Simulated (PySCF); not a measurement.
**A small calculation by hand: entropy of an ideal gas**

phosphorus nitride (NP), SMILES N#P.

The structure is a stationary point at r2SCAN-D4/def2-TZVPD.

r2SCAN-D4/def2-TZVPD run with PySCF 2.14.0 gives the harmonic wavenumbers 1389 cm⁻¹ and the rotational temperature 1.1378 K. The molar mass is 44.98 g/mol, the symmetry number 1, the spin multiplicity 1.

Task: Work out the entropy at 298.15 K and 1 atm in the rigid-rotor, harmonic-oscillator model.

Result: 
Translation (Sackur–Tetrode at 1 atm): S = R[1.5 ln M + 2.5 ln T − 1.16487] = 156.2 J/(mol K).
Rotation: q = T/(σ θ) = 262, S = R[ln q + 1] = 54.6 J/(mol K).
Vibration: with u = 1.4388 ν/T, each mode gives R[u/(e^u − 1) − ln(1 − e^−u)]:
| ν (cm⁻¹) | modes | u | S (J/(mol K)) |
|---|---|---|---|
| 1389 | 1 | 6.70 | 0.08 |
These are all the modes. Sum 0.1 J/(mol K).
Spin: R ln 1 = 0.0 J/(mol K).
Total 210.9 J/(mol K); the program's own thermochemistry gives 210.9. Translation makes up 74 % and vibration 0 %. Anharmonicity, hindered rotation and orbital degeneracy are left out.
